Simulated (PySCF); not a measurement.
C3H8BNO, SMILES C[C@H]1COB1N. Atoms are numbered in the order given.

```xyz
14

C     -1.5450    -1.1851     0.6552
C     -0.6791    -0.4834    -0.3884
C     -0.8617     1.0473    -0.5554
O      0.5235     1.3716    -0.2393
B      0.7920     0.0244    -0.0297
N      2.0133    -0.5256     0.3812
H     -1.2073    -2.2220     0.8157
H     -1.4956    -0.6697     1.6287
H     -2.6057    -1.2268     0.3529
H     -0.7451    -1.0053    -1.3580
H     -1.1198     1.3982    -1.5683
H     -1.5425     1.5138     0.1771
H      2.8342     0.0419     0.5636
H      2.1556    -1.5186     0.5145
```

Coordinates come from a TPSSh-D3(BJ)/def2-SVP optimisation. The structure was generated by enumeration; whether it is a known compound was not checked. One conformer was computed; it need not be the lowest.

Method: PySCF with HF/pcSseg-1.

GIAO shieldings, no solvent; atoms listed in one row are averaged. δ = σ(ref) − σ: ¹³C against TMS (σ = 192.6 ppm); ¹⁷O against H2O (σ = 333.0 ppm); ¹¹B against BF3 (σ = 102.7 ppm); ¹⁵N against NH3 (σ = 267.3 ppm); ¹H against TMS (σ = 31.99 ppm), references at their B3LYP-D3(BJ)/def2-TZVP geometries, non-relativistic.

Computed chemical shifts:
```tsv
nucleus	atoms	count	δ (ppm)
¹³C	C3	1	70.3
¹³C	C2	1	19.3
¹³C	C1	1	16.2
¹⁷O	O4	1	115.8
¹¹B	B5	1	25.1
¹⁵N	N6	1	58.8
¹H	H11	1	4.54
¹H	H12	1	4.04
¹H	H13	1	3.12
¹H	H14	1	2.86
¹H	H10	1	1.66
¹H	H7, H8, H9	3	1.42
```
